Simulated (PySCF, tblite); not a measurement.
Isomers of C6H14Si2. Computed values, GFN2-xTB/tblite, gas phase, harmonic and unscaled. The method is semi-empirical: single wavenumbers can be off by several per cent or more. Modes of hydrogen on silicon can be 10 to 20 % off. One conformer each.

Electronic energies: PBE0/pcSseg-1 single points on the GFN2-xTB geometries (PySCF, gas phase).

```csv
SMILES,"electronic energy, lowest = 0 (kcal/mol)"
[SiH3][SiH2]C1=CCCCC1,0.0
C=C[Si@H]([SiH2]C)C1CC1,16.9
C=CC/C(=C/[SiH3])C[SiH3],28.4
C#C[SiH2]CC(C)(C)[SiH3],35.3
```

Problem. How do GFN2-xTB zero-point energies change the relative energies?

Solution. 
| SMILES | ZPE (kcal/mol) | of it from modes above 1550 cm⁻¹ | electronic (kcal/mol) | with ZPE, lowest = 0 (kcal/mol) | lowest mode (cm⁻¹) | rings |
| --- | --- | --- | --- | --- | --- | --- |
| [SiH3][SiH2]C1=CCCCC1 | 109.1 | 56.3 | 0.0 | 0.0 | 25 | 1 |
| C=C[Si@H]([SiH2]C)C1CC1 | 109.1 | 59.6 | 16.9 | 16.9 | 14 | 1 |
| C=CC/C(=C/[SiH3])C[SiH3] | 104.7 | 58.7 | 28.4 | 24.0 | 41 | 0 |
| C#C[SiH2]CC(C)(C)[SiH3] | 106.1 | 58.1 | 35.3 | 32.2 | 18 | 0 |

The zero-point energies span 4.4 kcal/mol, from `C=CC/C(=C/[SiH3])C[SiH3]` to `[SiH3][SiH2]C1=CCCCC1`. The order is unchanged.

Problem. And how do the electronic energies of GFN2-xTB itself compare?

Solution. `[SiH3][SiH2]C1=CCCCC1` 0.0; `C=C[Si@H]([SiH2]C)C1CC1` 43.4; `C=CC/C(=C/[SiH3])C[SiH3]` 22.9; `C#C[SiH2]CC(C)(C)[SiH3]` 37.4 kcal/mol, lowest = 0. Against the energies above, taken from the same isomer `[SiH3][SiH2]C1=CCCCC1`, the largest difference is 26.5 kcal/mol.
